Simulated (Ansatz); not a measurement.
Process, species as SMILES: [GeH3][N](C)C [N-germyl-N-methylmethanamine] → [GeH2][N](C)C + H atom (the Ge-H bond breaks)

Wanted: bond dissociation energy (electronic), in kcal/mol. Conventions: non-relativistic; open shells spin-unrestricted; no spin-orbit coupling; dispersion terms only where a functional's name holds one. First-principles rows: single points at B3LYP-D3(BJ) geometries (Ansatz, a program for electronic structure).

```csv
species,coefficient,"E at HF/3-21G (Ansatz), Eh","E at wB97M-V/def2-TZVPD (Ansatz), Eh"
C[N](C)[GeH3],-1,-2200.01640,-2213.21383
C[N](C)[GeH2],+1,-2199.41428,-2212.58553
H atom,+1,-0.49620,-0.49411
```

 1 Eh = 627.5095 kcal/mol.

Compute it at each level from the table.


- HF/3-21G: the sum of coefficient times E is 0.10592 Eh, or 66.47 kcal/mol. Result: 66.5 kcal/mol.
- wB97M-V/def2-TZVPD: the sum of coefficient times E is 0.13419 Eh, or 84.21 kcal/mol. Result: 84.2 kcal/mol.
